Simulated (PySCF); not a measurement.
Consider anisole, `COc1ccccc1` (C7H8O). Non-hydrogen atoms are numbered in `[CH3:1][O:2][c:3]1[cH:4][cH:5][cH:6][cH:7][cH:8]1`. These are map numbers, not IUPAC locants.

Computed at ωB97X-D3(BJ)/ma-def2-SVP // PBE0-D3(BJ)/ma-def2-SVP with PySCF (density fitting, grid level 2). Thermal corrections: GFN2-xTB frequencies, unscaled, ideal gas at 298.15 K and 1 bar, quasi-RRHO entropy. These were taken at the GFN2-xTB minima.

Task: What are the vertical and the adiabatic ionisation energy for forming the radical cation?

Result: 8.45 eV vertical and 8.14 eV adiabatic, the latter with zero-point energy.

Task: Where does the unpaired spin of the relaxed radical cation sit?

Result: C6 (aromatic carbon) 0.42, O2 (ether oxygen) 0.23, C4 (aromatic carbon) 0.22, C3 (aromatic carbon) 0.16 (intrinsic atomic orbital populations).

Task: What oxidation potential follows in THF (IEF-PCM), on the absolute scale?

Result: In the gas phase ΔG of oxidation is 8.107 eV, and solvation is -15.1 kJ/mol for the parent and -189.4 kJ/mol for the product, so the absolute potential is 6.30 V. The solvent is electrostatics only, on gas-phase structures; the absolute scale refers to an electron at rest in vacuum.

Task: How far is −ε(HOMO) from the vertical value by ΔSCF?

Result: −ε(HOMO) = 8.67 eV, which is 0.22 eV above the ΔSCF value.

Note: ma-def2-SVP is a small basis, whose errors can reach tens of kJ/mol.
